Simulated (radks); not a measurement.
Results of a calculation; reference values are marked as such.
Species: F III. Configuration: [He] 2s2 2p3 (the NIST ground configuration). Level of theory: non-relativistic Kohn-Sham, BLYP, spin-polarised, spherical densities, point nucleus; open shells are filled with parallel spins first (a radial shooting solver on a logarithmic mesh with Libxc functionals).

Normalised radial functions P(r) = r R(r), r in bohr:

r	1s up	1s down	2p down
0.00837	0.4015	0.4025	0.0017
0.009287	0.4418	0.4429	0.0020
0.01031	0.4858	0.4870	0.0025
0.01134	0.5297	0.5310	0.0030
0.01259	0.5812	0.5827	0.0037
0.01397	0.6370	0.6385	0.0045
0.0155	0.6971	0.6988	0.0055
0.0172	0.7618	0.7636	0.0067
0.01893	0.8255	0.8276	0.0081
0.021	0.8991	0.9013	0.0098
0.0233	0.9772	0.9796	0.0120
0.02586	1.0597	1.0623	0.0146
0.02846	1.1395	1.1423	0.0175
0.03158	1.2295	1.2325	0.0212
0.03505	1.3226	1.3258	0.0258
0.03889	1.4179	1.4214	0.0312
0.04315	1.5145	1.5182	0.0377
0.0475	1.6037	1.6075	0.0448
0.0527	1.6988	1.7028	0.0540
0.05848	1.7906	1.7947	0.0648
0.06489	1.8769	1.8812	0.0776
0.07142	1.9498	1.9542	0.0915
0.07925	2.0189	2.0234	0.1090
0.08794	2.0751	2.0795	0.1294
0.09758	2.1156	2.1199	0.1530
0.1083	2.1377	2.1418	0.1803
0.1192	2.1394	2.1432	0.2089
0.1322	2.1190	2.1224	0.2440
0.1467	2.0739	2.0767	0.2835
0.1628	2.0033	2.0053	0.3276
0.1792	1.9154	1.9167	0.3723
0.1989	1.7968	1.7972	0.4250
0.2207	1.6563	1.6557	0.4816
0.2448	1.4977	1.4960	0.5416
0.2717	1.3258	1.3231	0.6041
0.2991	1.1603	1.1569	0.6629
0.3318	0.9800	0.9758	0.7263
0.3682	0.8047	0.7999	0.7876
0.4086	0.6408	0.6355	0.8446
0.4497	0.5038	0.4984	0.8917
0.499	0.3745	0.3695	0.9347
0.5537	0.2671	0.2629	0.9670
0.6144	0.1820	0.1788	0.9862
0.6817	0.1179	0.1156	0.9900
0.7504	0.0752	0.0736	0.9788
0.8327	0.0435	0.0425	0.9504
0.9239	0.0236	0.0230	0.9055
1.025	0.0118	0.0115	0.8455
1.128	0.0058	0.0057	0.7785
1.252	0.0025	0.0024	0.6962
1.389	0.0010	0.0009	0.6073
1.542	0.0003	0.0003	0.5155
1.711	0.0001	0.0001	0.4248
1.883	0.0000	0.0000	0.3453
2.089	0.0000	0.0000	0.2666
2.318	0.0000	0.0000	0.1979
2.572	0.0000	0.0000	0.1403
2.832	0.0000	0.0000	0.0975
3.142	0.0000	0.0000	0.0622
3.486	0.0000	0.0000	0.0372

1s up: eigenvalue -710.45 eV, 0 radial nodes, <r> = 0.177 bohr, 90 % of the charge inside 0.316 bohr. 1s down: eigenvalue -707.71 eV, 0 radial nodes, <r> = 0.176 bohr, 90 % of the charge inside 0.315 bohr. 2p down (empty): eigenvalue -44.591 eV, 0 radial nodes, <r> = 0.930 bohr, 90 % of the charge inside 1.57 bohr.
